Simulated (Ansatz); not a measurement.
Geometry optimisation, Ansatz 0.2.0, DFT LDA, scalar-relativistic, plane waves, PAW.

Input file:

```yaml
accuracy: low
crystal:
  lattice:
    - [8.18, 0.0, 0.0]
    - [0.0, 5.784133, 0.0]
    - [0.0, 0.0, 16.784133]
  atoms:
    - { symbol: Ag, position: [0.0, 0.0, 0.0595801] }
    - { symbol: Ag, position: [0.5, 0.0, 0.0595801] }
    - { symbol: Ag, position: [0.0, 0.5, 0.0595801] }
    - { symbol: Ag, position: [0.5, 0.5, 0.0595801] }
    - { symbol: Ag, position: [0.25, 0.25, 0.1457349] }
    - { symbol: Ag, position: [0.75, 0.25, 0.1457349] }
    - { symbol: Ag, position: [0.25, 0.75, 0.1457349] }
    - { symbol: Ag, position: [0.75, 0.75, 0.1457349] }
    - { symbol: Ag, position: [0.0, 0.0, 0.2318896] }
    - { symbol: Ag, position: [0.5, 0.0, 0.2318896] }
    - { symbol: Ag, position: [0.0, 0.5, 0.2318896] }
    - { symbol: Ag, position: [0.5, 0.5, 0.2318896] }
    - { symbol: Ag, position: [0.25, 0.25, 0.3180444] }
    - { symbol: Ag, position: [0.75, 0.25, 0.3180444] }
    - { symbol: Ag, position: [0.25, 0.75, 0.3180444] }
    - { symbol: Ag, position: [0.75, 0.75, 0.3180444] }
    - { symbol: Ag, position: [0.0, 0.0, 0.4041992] }
    - { symbol: Ag, position: [0.5, 0.0, 0.4041992] }
    - { symbol: Ag, position: [0.0, 0.5, 0.4041992] }
    - { symbol: Ag, position: [0.5, 0.5, 0.4041992] }
    - { symbol: C, position: [0.6662496, 0.1429598, 0.5162098] }
    - { symbol: C, position: [0.6449813, -0.0797712, 0.5162098] }
    - { symbol: H, position: [0.6777017, 0.262892, 0.5638738] }
    - { symbol: H, position: [0.6335292, -0.1997033, 0.5638738] }
basis:
  ecutwfc: 420.0
kpoints:
  mp_grid: { grid: [2, 2, 1] }
hamiltonian:
  xc: lda
scf:
  occupations: { method: fermi_dirac, width: 0.15 }
  lower_state_search: "off"
relax:
  f_tol: 0.08
  max_steps: 25
  adjacent_minimum: "off"
  constraints: [{ sites: [0, 1, 2, 3, 4, 5, 6, 7] }]
output:
  write_density: true
  write_potential: true
  elf: true
  volumetric_format: npy
```

Run as:

```bash
$ ansatz run input.yaml --threads 4 --pin off --max-ram 10240MiB --backend cpu --events-out ev --progress --plain --runs-dir out
```

Where does it end, and by what steps?

It converged. The force dipped under the threshold on the way, but the program's further checks kept it going. Limits of this set-up: coarse k mesh, thin slab, slab without dipole correction, no dispersion correction for a molecule that may bind weakly, a typed lattice constant that wasn't relaxed here, low accuracy level. After 20 steps the energy has fallen by 1.284 eV; H23 moved furthest, 1.73 Å. Joined: Ag20–C21 (3.11 → 2.11 Å).

```csv
step,energy less start (eV),largest force component (eV/Å),accepted
0,0.0000,2.896,yes
1,-0.5333,0.680,yes
2,-0.7644,0.753,yes
3,-0.8741,0.503,yes
4,-0.9350,0.514,yes
5,-0.9789,0.173,yes
6,-1.0089,0.136,yes
7,-1.0285,0.107,yes
8,-1.0445,0.236,yes
9,-1.0684,0.453,yes
10,-1.1100,0.262,yes
11,-1.1568,0.698,yes
12,-1.2008,0.456,yes
13,-1.2275,0.678,yes
14,-1.2622,0.544,yes
15,-1.2737,0.080,yes
16,-1.2762,0.582,yes
17,-1.2809,0.175,yes
18,-1.2831,0.031,yes
19,-1.2838,0.114,yes
20,-1.2843,0.053,yes
```

```xyz
24
Lattice="8.1800 0.0000 0.0000 0.0000 5.7841 0.0000 0.0000 0.0000 16.7841" Properties=species:S:1:pos:R:3
Ag 0.000 0.000 1.000
Ag 4.090 0.000 1.000
Ag 0.000 2.892 1.000
Ag 4.090 2.892 1.000
Ag 2.045 1.446 2.446
Ag 6.135 1.446 2.446
Ag 2.045 4.338 2.446
Ag 6.135 4.338 2.446
Ag 0.002 -0.009 3.741
Ag 4.095 0.004 3.809
Ag 0.002 2.903 3.741
Ag 4.095 2.892 3.808
Ag 2.042 1.450 5.192
Ag 6.157 1.450 5.192
Ag 2.074 4.341 5.219
Ag 6.129 4.342 5.222
Ag 0.015 -0.001 6.427
Ag 4.092 -0.021 6.538
Ag 0.015 2.901 6.427
Ag 4.099 2.922 6.536
C 4.393 2.091 8.456
C 4.388 0.816 8.455
H 4.516 2.885 9.199
H 4.495 0.021 9.201
```

Whether the end is a true minimum wasn't checked by a vibrational analysis.

Time of the run: 2 min on 4 threads of INTEL(R) XEON(R) PLATINUM 8581C CPU @ 2.30GHz (Emerald Rapids), with other jobs on the host, peak memory 3.2 GiB.
